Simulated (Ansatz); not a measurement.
Geometry optimisation, RKS r2SCAN-D4/def2-SVP in Ansatz.

Input:

```yaml
crystal:
  periodic: [false, false, false]
  atoms:
    - { symbol: Si, position_ang: [0.172977, 0.663793, -0.13619] }
    - { symbol: S, position_ang: [1.398975, -0.243547, -1.664823] }
    - { symbol: O, position_ang: [-1.104012, 1.308569, -1.005868] }
    - { symbol: H, position_ang: [-0.985586, 0.942633, -1.89708] }
    - { symbol: H, position_ang: [0.91044, 1.756422, 0.563367] }
    - { symbol: Si, position_ang: [-0.475597, -1.056477, 1.320074] }
    - { symbol: H, position_ang: [1.943204, 0.925562, -2.075534] }
    - { symbol: H, position_ang: [0.708707, -1.578164, 2.068399] }
    - { symbol: H, position_ang: [-1.084001, -2.169621, 0.528931] }
    - { symbol: H, position_ang: [-1.485105, -0.54907, 2.298725] }
basis:
  gaussian: { orbitals: def2-SVP }
hamiltonian:
  xc: r2scan
  dispersion: d4
relax:
  f_tol: 0.03
  max_steps: 50
```

Launched with:

```bash
$ ansatz run input.yaml --threads 2 --pin off --max-ram 3072MiB --backend cpu --events-out ev --progress --plain --runs-dir out
```

Question: Where does it end, and by what steps?

Answer: It converged. After 9 steps the energy has fallen by 0.130 eV; H4 moved furthest, 0.67 Å.

```csv
step,energy less start (eV),largest force component (eV/Å),accepted
0,0.0000,0.350,yes
1,-0.0456,0.611,yes
2,-0.0626,0.519,yes
3,-0.0878,0.995,yes
4,-0.0688,0.913,no
5,-0.1218,0.122,yes
6,-0.1275,0.100,yes
7,-0.1283,0.057,yes
8,-0.1297,0.060,yes
9,-0.1304,0.028,yes
```

```xyz
10
Properties=species:S:1:pos:R:3
Si 0.250 0.678 -0.208
S 1.653 -0.304 -1.522
O -1.014 1.417 -1.012
H -1.558 0.833 -1.557
H 0.917 1.796 0.511
Si -0.468 -1.031 1.233
H 2.123 0.837 -2.079
H 0.673 -1.560 2.040
H -1.054 -2.152 0.433
H -1.522 -0.514 2.160
```

Whether the end is a true minimum wasn't checked by a vibrational analysis.

The run took 51 s on 2 threads of Intel(R) Xeon(R) Platinum 8259CL CPU @ 2.50GHz (Skylake/Cascade Lake), with other jobs on the host, peak memory 0.19 GiB.
